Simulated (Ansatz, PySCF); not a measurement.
Spin states of HOY (SMILES [OH][Y]), each relaxed with B3LYP-D3(BJ)/def2-TZVP.
State 1 (charge 0, multiplicity 1):
```xyz
3

Y     -1.041    -0.859    -0.918
O      0.200     0.195     0.160
H      0.808     0.711     0.688
```
State 2 (charge 0, multiplicity 3):
```xyz
3

Y     -1.059    -0.875    -0.934
O      0.210     0.202     0.168
H      0.816     0.720     0.695
```

Singlets are restricted, other states unrestricted; no spin–orbit coupling, no relativity up to Kr; see below for the cores. The largest T1 diagnostic is 0.022.

The values were computed with Ansatz (a first-principles code) with Gaussian orbitals; PySCF for the dispersion terms. Each number belongs to the level named beside it. In def2 rows elements past Kr take small-core potentials, without spin–orbit coupling.

**Question.** Give the energy of the multiplicity-3 state less that of the multiplicity-1 state at the level CAM-B3LYP-D4/def2-TZVPP.

**Answer.** 21.5 kcal/mol

**Question.** Give the energy of the multiplicity-3 state less that of the multiplicity-1 state at the level PBE/def2-TZVPP.

**Answer.** 17.3 kcal/mol

**Question.** Estimate the energy of the multiplicity-3 state less that of the multiplicity-1 state that BLYP-D4/def2-TZVPP returns for this input.

**Answer.** 20.6 kcal/mol
